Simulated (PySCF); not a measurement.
Compound: C₄H₁₂O₂Si₂.
Numbering: `[SiH3:1][CH2:2][SiH:3]1[O:4][CH2:5][CH2:6][CH2:7][O:8]1` (hydrogens: H9, H10, H11 on Si1; H12, H13 on C2; H14 on Si3; H15, H16 on C5; H17, H18 on C6; H19, H20 on C7)

Geometry (PBE0-D3(BJ)/def2-SVP, Å), atoms numbered from 1 in this order:
```
atom  x, y, z in Å
Si1    2.5938   -0.2063    0.4318
C2     1.8873    1.2047   -0.5946
Si3    0.0276    1.2672   -0.5414
O4    -0.6158    0.0897   -1.5253
C5    -1.3764   -0.9967   -1.0490
C6    -2.1796   -0.6476    0.1949
C7    -1.3008   -0.1762    1.3434
O8    -0.5070    0.9374    1.0014
H9     4.0130   -0.4961    0.0585
H10    1.7997   -1.4557    0.2076
H11    2.5452    0.1233    1.8871
H12    2.3032    2.1614   -0.2356
H13    2.1909    1.0910   -1.6496
H14   -0.4759    2.6004   -0.9717
H15   -0.7072   -1.8516   -0.8302
H16   -2.0526   -1.3169   -1.8585
H17   -2.7534   -1.5317    0.5179
H18   -2.9124    0.1396   -0.0547
H19   -1.9237    0.1026    2.2093
H20   -0.6454   -1.0061    1.6722
```

Level: B3LYP/def2-SVPD in PySCF, non-relativistic, on one gas-phase PBE0-D3(BJ)/def2-SVP geometry that isn't relaxed in the solvent. The solvent is an IEF-PCM continuum (van der Waals radii × 1.2), and excitations are vertical TDDFT with non-equilibrium linear response and a frozen core. Only the electrostatic response of the medium enters.

Gas-phase singlets (H = HOMO, L = LUMO):

```json
{"state": "S1", "E (eV)": "6.767", "λ (nm)": "183", "f": "0.015", "leading configurations": "H→L 97%"}
{"state": "S2", "E (eV)": "7.025", "λ (nm)": "176", "f": "0.011", "leading configurations": "H→L+2 66%, H→L+1 16%"}
{"state": "S3", "E (eV)": "7.152", "λ (nm)": "173", "f": "0.042", "leading configurations": "H→L+1 76%, H→L+2 18%"}
{"state": "S4", "E (eV)": "7.257", "λ (nm)": "171", "f": "0.002", "leading configurations": "H-1→L 90%"}
{"state": "S5", "E (eV)": "7.410", "λ (nm)": "167", "f": "0.011", "leading configurations": "H-2→L 48%, H→L+3 35%"}
```

Task: What are the lowest 5 singlets in acetonitrile (ε = 35.69)?

Result: 
```json
{"state": "S1", "E (eV)": "6.779", "λ (nm)": "183", "f": "0.015", "leading configurations": "H→L 94%", "change by rank (eV)": "+0.012"}
{"state": "S2", "E (eV)": "6.973", "λ (nm)": "178", "f": "0.010", "leading configurations": "H→L+1 53%, H→L+2 38%", "change by rank (eV)": "-0.052"}
{"state": "S3", "E (eV)": "7.192", "λ (nm)": "172", "f": "0.073", "leading configurations": "H→L+2 57%, H→L+1 36%", "change by rank (eV)": "+0.040"}
{"state": "S4", "E (eV)": "7.301", "λ (nm)": "170", "f": "0.003", "leading configurations": "H-1→L 90%", "change by rank (eV)": "+0.044"}
{"state": "S5", "E (eV)": "7.429", "λ (nm)": "167", "f": "0.018", "leading configurations": "H→L+3 79%, H-2→L 8%", "change by rank (eV)": "+0.019"}
```

Task: How do the frontier levels move from gas to acetonitrile?

Result: 
```csv
orbital,gas (eV),solvent (eV),change (eV)
LUMO+2,0.63,0.71,+0.08
LUMO+1,0.49,0.58,+0.09
LUMO,0.16,0.26,+0.10
HOMO,-7.42,-7.36,+0.06
HOMO-1,-7.94,-7.88,+0.06
HOMO-2,-8.12,-8.08,+0.04
HOMO-3,-8.81,-8.71,+0.10
```

The HOMO–LUMO gap goes from 7.59 to 7.62 eV. Rows go by rank; for LUMO+1 and LUMO+2 the atom shares or the degeneracy differ between the runs, so the row needn't follow one orbital.
